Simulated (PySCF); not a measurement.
Work out the structure from these simulated measurements.

Formula: C8H16N2.

- 13C NMR: chemical shifts (computed TMS as zero) by class: 145.5 (1 C), 135.7 (1 C), 30.7 (1 C), 27.7 (1 C), 20.8 (2 C), 20.0 (1 C), 17.1 (1 C) ppm [GIAO PBE0/pcSseg-1]
- NMR, other nuclei: isotropic shieldings of nuclei other than C and H, by class: -118 (1 N), -113 (1 N) ppm [GIAO PBE0/pcSseg-1]
- Dipole: 2.25 D [PBE0/pcSseg-1]
- Rotational structure: rotational constants A, B, C: 2.047, 0.731, 0.706 GHz [GFN2-xTB]
- 1H NMR: chemical shifts (computed TMS as zero) by class: 2.31 (1 H), 2.01 (3 H), 1.94 (3 H), 1.61 (3 H), 1.02 (6 H) ppm [GIAO PBE0/pcSseg-1]

The electronic properties come from PySCF, for the isolated species, density fitting. Levels stand in brackets. Isolated species at its GFN2-xTB geometry (one conformer only). NMR values are class means; diastereotopic atoms form classes of their own.

Question: What is the compound? Reason from the data.

Answer: Numbering: `[CH3:1][C:2]([CH3:3])=[N:4]/[N:5]=[C:6](/[CH3:7])[CH:8]([CH3:9])[CH3:10]`. Its formula, C8H16N2, gives 2 degrees of unsaturation: 0 rings and 2 π bonds in the structure found. 8 carbons fall into 7 classes; from least to most shielded: C=N carbon [C6] (145.5 ppm), C=N carbon [C2] (135.7 ppm), sp3 CH carbon [C8] (30.7 ppm), methyl carbon [C3] (27.7 ppm), methyl carbon [C9/C10] (20.8 ppm, 2 C, up to 2.1 ppm apart in this geometry), methyl carbon [C7] (20.0 ppm), methyl carbon [C1] (17.1 ppm). Hydrogen classes from least to most shielded: 1 H on an sp3 CH carbon, C8 (2.31 ppm), 3 H on a methyl carbon, C3 (2.01 ppm), 3 H on a methyl carbon, C7 (1.94 ppm), 3 H on a methyl carbon, C1 (1.61 ppm, a mean of values up to 0.7 ppm apart in this geometry), 6 H on 2 methyl carbons, C9/C10 (1.02 ppm). The other shieldings belong to: -118 ppm, C=N nitrogen [N4]; -113 ppm, C=N nitrogen [N5]. The optimised geometry has point group C1 and is an asymmetric top. Structure: `CC(C)=N/N=C(/C)C(C)C`. Computed isomers that give other values at the same levels: `CC/C=N/N(CC)C1CC1` (13C chemical shifts (computed TMS as zero) by class: 128.2 (1 C), 45.0 (1 C), 38.3 (1 C), 33.6 (1 C), 16.1 (1 C), 7.8 (1 C), 3.9 (2 C) ppm); `CC(C)(C)/C=N/NC1CC1` (13C chemical shifts (computed TMS as zero) by class: 143.7 (1 C), 37.0 (1 C), 30.0 (3 C), 28.0 (1 C), 7.8 (2 C) ppm); `CC/C=N\N(C)C1CCC1` (13C chemical shifts (computed TMS as zero) by class: 131.8 (1 C), 64.0 (1 C), 41.4 (1 C), 26.5 (2 C), 26.0 (1 C), 15.7 (1 C), 14.1 (1 C) ppm). The assignments are read from this structure; whether some other isomer fits the data as well wasn't checked.

The values belong to the conformer `[CH3:1][C:2]([CH3:3])=[N:4]/[N:5]=[C:6](/[CH3:7])[CH:8]([CH3:9])[CH3:10]`: C2–N4–N5–C6 -99°, N5–C6–C8–C9 -104°.
